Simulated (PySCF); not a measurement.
# Reading the logs of faulty runs: AlC2ClH5

Calculated results; nothing here was measured. They come from PySCF 2.14.0, an open-source quantum chemistry program, on an isolated molecule that a program drew, which may never have been made. The molecule is AlC2ClH5 (charge 0, doublet), drawn as the SMILES string `[CH2][CH2][AlH][Cl]`.

Each row is a Hartree-Fock (HF) and frozen-core CCSD(T) single point in the cc-pV(D+d)Z basis, meant for a local HF minimum. Run 1 is clean. Each other run has one planted mistake out of seven kinds, and not every kind appears here: one electron removed, one electron added, multiplicity raised by two, geometry at a saddle point, minimal basis STO-3G, one bond length entered in bohr, all coordinates scaled. The reference is restricted for singlets and unrestricted otherwise, and also for a bond in bohr. Adding or removing an electron swaps singlet and doublet. Electrons count all cores. HOMO and LUMO are orbital energies over both spins, the gradient is its largest component, and the lowest frequency (negative if imaginary) is given only where the gradient is small. Bond lengths are over the 8 bonds as drawn. T1 is the CCSD diagnostic: over 0.02 (restricted) or 0.045 (unrestricted) a single reference is doubtful.

Geometry of the clean run:
```xyz
9
AlC2ClH5, angstrom
C    -1.3399    2.4854    0.7950
C    -0.7844    2.2048   -0.5602
Al   -0.2567    0.3421   -0.2172
Cl    1.7037   -0.0318    0.5078
H    -2.3883    2.3262    1.0163
H    -0.7123    2.8788    1.5854
H     0.0669    2.8438   -0.8012
H    -1.5423    2.2879   -1.3421
H    -1.2347   -0.8799   -0.3177
```

```
run  electrons  basis functions  <S^2>  HOMO (eV)  LUMO (eV)  gradient (hartree/bohr)  lowest frequency (cm^-1)  mean bond (Å)  longest bond (Å)      T1  HF (hartree)  CCSD(T) (hartree)                 mistake
  1         47               99  0.769      -8.66       1.32                  2.7e-05                        66         1.4374             2.123  0.0154    -780.10578         -780.63589                no fault
  2         47               33  0.767      -7.09       6.81                  3.8e-02                         -         1.4374             2.123  0.0098    -771.36544         -771.52852    minimal basis STO-3G
  3         47               99  0.772      -8.96       1.06                  4.1e-02                         -         1.5279             2.257  0.0159    -780.07878         -780.61513  all coordinates scaled
  4         46               99  0.000     -16.31      -6.05                  7.6e-02                         -         1.4374             2.123  0.0229    -779.83460         -780.36054                       ?
```

**Which mistake was planted in run 4, and what did it cost?**

It counts 46 electrons, one fewer than the clean run, at the same geometry and basis. So the mistake is: one electron removed. Subtracting run 1 and multiplying by 627.51 kcal/mol a hartree, the energy moved by 170.2 kcal/mol in HF and 172.8 kcal/mol in CCSD(T).

Cautions from the logs. Run 4: T1 is over the limit, so its CCSD(T) energy is less reliable.
